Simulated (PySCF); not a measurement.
Compound: C₉H₉FN₂.
Bonds: C1–C2, C2–N3, N3–N4 (aromatic), N4–C5 (aromatic), C5–C6 (aromatic), C6–C7 (aromatic), C7–C8 (aromatic), C8–F9, C8–C10 (aromatic), C10–C11 (aromatic), C11–C12 (aromatic), N3–C12 (aromatic), C6–C12 (aromatic). Hydrogens: H13, H14, H15 on C1; H16, H17 on C2; H18 on C5; H19 on C7; H20 on C10; H21 on C11.

NICS is the negative of the GIAO shielding at a point without a nucleus: at the ring centre (0) and 1 Å above and below it (1); zz is the component along the ring normal. Level: GIAO PBE0/pcSseg-1 (PySCF, non-relativistic, gas phase) on the GFN2-xTB geometry, one conformer.

Rings: 1. N3–N4–C5–C6–C12; 2. C6–C7–C8–C10–C11–C12.

| set | NICS(0) | NICS(1), two faces | NICS(1)zz, two faces |
| --- | --- | --- | --- |
| P | -13.3 | -12.6 / -12.6 | -31.1 / -31.8 |
| Q | -11.4 | -11.8 / -11.8 | -28.4 / -28.1 |

Question: Which set (ppm) belongs to which ring?

Answer: P = 1, Q = 2.
- 1 (5-membered ring with 2 N; formal bonds all aromatic): mean NICS(1)zz -31.5 ppm, shielded. For a flat ring without four-coordinate atoms the NICS criterion counts such a value as aromatic, though in fused rings the probe also feels the neighbouring ring.
- 2 (6-membered carbocycle; formal bonds all aromatic): mean NICS(1)zz -28.2 ppm, shielded, aromatic by this magnetic criterion (flat ring, no four-coordinate atom), though in fused rings the probe also feels the neighbouring ring.

Question: How do the rings differ in shape?

Answer: 
```json
{"ring": "1", "bond lengths (Å)": "1.336, 1.309, 1.417, 1.420, 1.358", "rms pucker (Å)": "0.00", "HOMA": "0.86", "nearest outside atom to a NICS(1) probe (Å)": "hydrogen 2.43"}
{"ring": "2", "bond lengths (Å)": "1.397, 1.371, 1.401, 1.373, 1.395, 1.420", "rms pucker (Å)": "0.00", "HOMA": "0.92", "nearest outside atom to a NICS(1) probe (Å)": "hydrogen 2.65"}
```

HOMA = 1 − mean of α(R − Ropt)² over the ring bonds, with Krygowski's 1993 parameters (CC: Ropt 1.388 Å, α 257.7 Å⁻²; CN: Ropt 1.334 Å, α 93.52 Å⁻²; NN: Ropt 1.309 Å, α 130.33 Å⁻²).

Shape of the structure used: `[CH3:1][CH2:2][n:3]1[n:4][cH:5][c:6]2[cH:7][c:8]([F:9])[cH:10][cH:11][c:12]12`: C1–C2–N3–N4 92°.
